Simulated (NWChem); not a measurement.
System: CaF2; SMILES [F][Ca][F]

The following NWChem deck was run.

```
start job
memory heap 200 mb stack 900 mb global 1100 mb
geometry units angstroms noautoz
  Ca     0.000000     0.000000     0.191953
  F      1.900268     0.000000    -0.416057
  F     -1.900268     0.000000    -0.416057
end
basis spherical
  Ca library def2-svp
  F library def2-svp
end
dft
  xc bhlyp
  iterations 150
  vectors input atomic output neutral.movecs
end
task dft energy
charge 1
dft
  odft
  mult 2
  vectors input atomic output cation.movecs
end
task dft energy
```

The geometry was optimised at PBE0-D3(BJ)/def2-TZVP.

Ions are spin-unrestricted doublets at the neutral geometry; other ion states weren't tried.

**Question.** Predict the main results of this run. (BHandHLYP/def2-SVP, vertical spin-unrestricted ions.) Quantities: vertical ionisation energy, ΔSCF (eV); −ε(HOMO) (eV).

**Answer.** 
```
Property                               Value
-------------------------------------  -----
vertical ionisation energy, ΔSCF (eV)  11.63
−ε(HOMO) (eV)                          10.48
```
